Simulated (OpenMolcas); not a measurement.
# Tm3+: CASPT2 settings compared

```
Program             : OpenMolcas 26.06
Basis               : ANO-RCC-VQZP [9s8p6d4f3g2h]
Scalar Hamiltonian  : X2C, point nucleus
Active space        : 12 electrons in 7 orbitals (4f)
State averaging     : 2S+1 = 3 even, 21 roots (18 in the spin-orbit step); 2S+1 = 1 even, 9 roots kept (CI in the orbitals of an earlier block)
Spin-orbit coupling : state interaction with AMFI integrals over the reference wave functions, term energies averaged over their components
```

Methods on the same reference wave functions:
A. CASSCF
B. SS-CASPT2, IPEA 0.75 Eh, sigma1 regulariser 0.5 Eh (closed shells correlated: 5s 5p)
C. XMS-CASPT2, IPEA 0.5 Eh, real shift 0.2 Eh (closed shells correlated: 4d 5s 5p)
D. XMS-CASPT2, IPEA 0.2 Eh, no level shift (closed shells correlated: none)

Energies in cm-1 above 4f12 3H6, the measured ground level; measured values from the list in Tchang-Brillet, Wyart, Meftah and Ait Mammar, Atoms 6, 52 (2018).

```tsv
Level	A	B	C	D	Measured
4f12 3H6	0.0	0.0	0.0	0.0	0.0
4f12 3F4 [53 %]	6541	5570	5870	5970	
4f12 3H5	8064	8060	8060	8060	8217
4f12 3H4 [59 %]	13063	12560	12690	12750	12547
4f12 3F3	16077	14460	14800	15140	14410
4f12 3F2	20109	18490	18840	19170	
4f12 1G4 [58 %]	21715	21480	21680	21520	21174
```

Deviations, from unrounded energies. A percentage is the sum of absolute deviations over the sum of measured energies, with the sign that they share, or ± where signs differ.

```tsv
Against measurement	Levels	A	B	C	D
mean absolute deviation (cm-1)	4	720	130	300	360
fine structure of the ground term (%)	2	±3.2	±0.8	±1.4	±1.7
other terms of the ground configuration (%)	2	+6.2	+1.0	+2.5	+3.0
```

B lies closest to measurement on these levels and A furthest from it. The largest miss of B in the table is 4f12 1G4 [58 %], by +300 cm-1. The ranking rests on the paired levels alone, and a cruder setting can come out closer through cancelling errors.

Among B to D the level of the table that moves most is 4f12 3F3, by 680 cm-1 (lowest in B, highest in D). Moves below CASPT2's spread within the term are not significant.

The mean deviations of B to D differ by less than CASPT2's widest spread within a term (1700 cm-1), so their order carries little weight.

From A to B the spin-free energies of the other terms of 4f12 shown, above 3H, scale by factors of 0.80 to 0.99.

The lowest spin-free term lies below A's lowest term by 1.099 hartree in B, 1.705 hartree in C, 0.563 hartree in D.

CASPT2 breaks the degeneracy within a term, and the mean is taken; among the terms shown or strongly mixed into the levels shown the widest spread is 1700 cm-1 (4f12 3H, C). Some high roots are left out of the spin-orbit mixing, which shifts the levels that they would mix with. Terms from blocks run as CI alone lack orbitals of their own. Without dynamic correlation excited terms often stand tens of per cent too high (terms of higher spin than the ground term too low), and those without a measured partner can miss by more than the paired ones (holds for A). Computed and measured levels are paired by configuration, term and J; levels that our copy of the source lacks, or whose pairing is in doubt (as where it misses far off the trend of its configuration), stay unpaired and out of the deviations. Levels of configurations outside the active space are missing.

A share in square brackets marks a mixed level and gives the weight of the term that names it, the lowest over the columns.
